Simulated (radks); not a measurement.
Species: Re V. Configuration: [Xe] 4f14 5d3. Calculated with a radial shooting solver on a logarithmic mesh with Libxc functionals: Dirac Kohn-Sham, BP86, spin-unpolarised, spherical densities, finite nucleus; open shells fill j = l - 1/2 first; Fermi nuclear charge, rms radius 5.3698 fm.

Radial electron density D(r) = 4 pi r^2 rho(r):

```
   r/bohr * D(r) (the largest magnitude, 134, reaches the edge; | marks zero)
 0.002775 |              *
 0.003701 |                   *
 0.004936 |                           *
 0.006531 |                                  *
 0.008711 |                                        *
  0.01162 |                                           *
  0.01537 |                                          *
   0.0205 |                                       *
  0.02713 |                                      *
  0.03618 |                                             *
  0.04826 |                                                      *
  0.06386 |                                                      *
  0.08517 |                                             *
   0.1136 |                                            *
   0.1503 |                                                   *
   0.2005 |                                          *
   0.2674 |                           *
   0.3538 |                             *
   0.4718 |                             *
   0.6293 |                *
   0.8327 |        *
    1.111 |     *
    1.481 |  *
     1.96 |*
    2.614 *
    3.486 *
    4.613 *
```

D(r) has 4 maxima, at r = 0.0123, 0.0553, 0.154, 0.409 bohr, and minima at 0.0241, 0.0999, 0.290 bohr, inside which lie 2.03, 11.11, 29.97 electrons.
